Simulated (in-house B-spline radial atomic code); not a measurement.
Radial electron density of the antimony ion Sb⁺, [Ar] 3d9 4s2 4p6 4d10 5s2 5p2 9f1. Computed with a radial B-spline atomic code at the basis-set limit: Dirac-Hartree-Fock, average of configuration, Fermi nucleus of rms radius 4.6802 fm.

Columns: r (bohr), 4πr²n(r) (electrons per bohr), bar.

```
  0.0012    2.336 #
 0.00159    3.786 ##
  0.0021    6.024 ###
 0.00277    9.408 #####
 0.00366    14.41 ########
 0.00485    21.53 ###########
 0.00641    30.83 ################
 0.00847    41.98 ######################
  0.0112    53.58 ############################
  0.0148    62.91 #################################
  0.0196    66.88 ###################################
  0.0259    64.25 ##################################
  0.0343    58.86 ###############################
  0.0453    59.32 ###############################
  0.0599    70.55 #####################################
  0.0792    83.28 ############################################
   0.105    80.07 ##########################################
   0.138     63.5 ##################################
   0.183    58.41 ###############################
   0.242    67.63 ####################################
    0.32    57.76 ###############################
   0.423    30.55 ################
    0.56     22.3 ############
    0.74    26.55 ##############
   0.979    19.55 ##########
    1.29    8.997 #####
    1.71    4.105 ##
    2.26    2.351 #
    2.99   0.9828 #
    3.96   0.2145 
    5.23  0.02512 
    6.92 0.001521 
    9.14 0.003381 
    12.1   0.0057 
      16 0.003139 
    21.1 0.004148 
      28   0.0126 
      37 0.004113 
    48.9 0.002312 
    64.6  0.03531 
    85.5 0.004203 
     113 9.134e-06 
     149 2.642e-10 
     198 1.788e-16
```

On this grid the curve has 7 maxima, near 0.0196, 0.0792, 0.242, 0.74, 12.1, 28, 64.6 bohr.

The 9f7/2 radial function P(r) = rR(r), positive near the nucleus, with its small component Q(r) (sign convention: Q ≈ (P' + κP/r)/2c):

```tsv
r (bohr)	P	Q
0.105	0.0002659	-9.464e-06
0.183	0.001206	-3.711e-05
0.32	0.003991	-9.888e-05
0.56	0.009228	-0.0001698
0.979	0.01563	-0.0001847
1.71	0.02709	-0.0001611
2.99	0.05683	-0.0001891
5.23	0.07819	-0.0002622
9.14	-0.0582	-2.299e-05
16	0.05613	6.269e-05
28	-0.1123	3.776e-05
48.9	0.04795	-9.544e-05
85.5	-0.06479	3.164e-05
```
